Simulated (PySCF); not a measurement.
# `CC[P@@H](=O)C1=CCCC1`: 4 charge schemes on one density

C7H13OP.
Structure used (GFN2-xTB), in Å, numbered top down from 1:
```
atom  x, y, z in Å
C1     3.5847    0.2293   -0.1122
C2     2.1597   -0.0707   -0.5511
P3     1.0213    0.4710    0.7842
O4     1.1644    1.8816    1.1522
C5    -0.6429    0.0006    0.2765
C6    -1.2799   -1.1431    0.4953
C7    -2.6730   -1.1217   -0.0539
C8    -2.7042    0.1534   -0.9168
C9    -1.5058    0.9951   -0.4484
H10    3.8319   -0.3391    0.7836
H11    3.6780    1.2879    0.1230
H12    4.2995   -0.0220   -0.8933
H13    1.9033    0.5004   -1.4484
H14    2.0137   -1.1309   -0.7595
H15    1.3169   -0.4209    1.8187
H16   -0.8872   -1.9973    1.0205
H17   -3.3914   -1.0703    0.7693
H18   -2.9006   -2.0199   -0.6301
H19   -2.5773   -0.1124   -1.9669
H20   -3.6449    0.6909   -0.8168
H21   -1.8024    1.7867    0.2443
H22   -0.9743    1.4706   -1.2740
```

Density: PBE0/pcSseg-1 (PySCF); schemes: Mulliken, IAO, Hirshfeld and ESP-fitted. One conformer (not necessarily the lowest) at the GFN2-xTB geometry, without solvent, vibrations or thermal averaging.

Question: Tabulate the Mulliken, IAO, Hirshfeld and ESP-fitted charges.

Answer: In e:

| atom | environment | Mulliken | IAO | Hirshfeld | ESP-fitted |
| --- | --- | --- | --- | --- | --- |
| C1 | methyl carbon | -0.286 | -0.420 | -0.115 | -0.241 |
| C2 | sp3 carbon bound to phosphorus | -0.506 | -0.510 | -0.112 | -0.065 |
| P3 | phosphoryl phosphorus | +0.955 | +1.418 | +0.407 | +0.761 |
| O4 | phosphoryl oxygen | -0.614 | -0.930 | -0.404 | -0.638 |
| C5 | fully substituted alkene carbon | -0.523 | -0.284 | -0.055 | -0.258 |
| C6 | alkene CH carbon | -0.073 | -0.137 | -0.036 | -0.123 |
| C7 | allylic carbon | -0.176 | -0.269 | -0.067 | +0.069 |
| C8 | ring CH2 carbon | -0.230 | -0.260 | -0.063 | -0.179 |
| C9 | allylic carbon | -0.124 | -0.263 | -0.068 | +0.019 |
| H10 | methyl hydrogen | +0.116 | +0.138 | +0.040 | +0.067 |
| H11 | methyl hydrogen | +0.142 | +0.160 | +0.045 | +0.085 |
| H12 | methyl hydrogen | +0.127 | +0.147 | +0.045 | +0.073 |
| H13 | methylene hydrogen | +0.159 | +0.154 | +0.049 | +0.073 |
| H14 | methylene hydrogen | +0.145 | +0.150 | +0.042 | +0.013 |
| H15 | P–H hydrogen | -0.001 | -0.112 | -0.012 | -0.055 |
| H16 | vinylic hydrogen | +0.080 | +0.150 | +0.050 | +0.098 |
| H17 | methylene hydrogen | +0.140 | +0.145 | +0.043 | +0.039 |
| H18 | methylene hydrogen | +0.133 | +0.144 | +0.043 | +0.018 |
| H19 | methylene hydrogen | +0.126 | +0.138 | +0.038 | +0.069 |
| H20 | methylene hydrogen | +0.125 | +0.143 | +0.042 | +0.054 |
| H21 | methylene hydrogen | +0.152 | +0.155 | +0.046 | +0.085 |
| H22 | methylene hydrogen | +0.132 | +0.143 | +0.043 | +0.035 |

Mean size of the charges over all atoms: IAO 0.290 e, Mulliken 0.230 e, ESP-fitted 0.142 e, Hirshfeld 0.085 e. Each set sums to the total charge, 0, to within 0.001 e. The ESP scheme is a least-squares fit of atom-centred charges to the potential on four shells outside the van der Waals surface, with the total charge fixed.

Lowest charge. All schemes agree: Mulliken O4 (-0.614); IAO O4 (-0.930); Hirshfeld O4 (-0.404); ESP-fitted O4 (-0.638).

Highest charge. All schemes agree: Mulliken P3 (+0.955); IAO P3 (+1.418); Hirshfeld P3 (+0.407); ESP-fitted P3 (+0.761).

Question: How closely do the schemes follow one another over all atoms?

Answer: Correlation coefficient and root-mean-square difference: IAO with Hirshfeld 0.98, 0.292 e; Mulliken with IAO 0.96, 0.142 e; Hirshfeld with ESP-fitted 0.95, 0.116 e; IAO with ESP-fitted 0.93, 0.219 e; Mulliken with Hirshfeld 0.92, 0.201 e; Mulliken with ESP-fitted 0.90, 0.147 e.

Question: How many electrons does the IAO scheme count on O4?

Answer: Z − q = 8 − (-0.930) = 8.930.
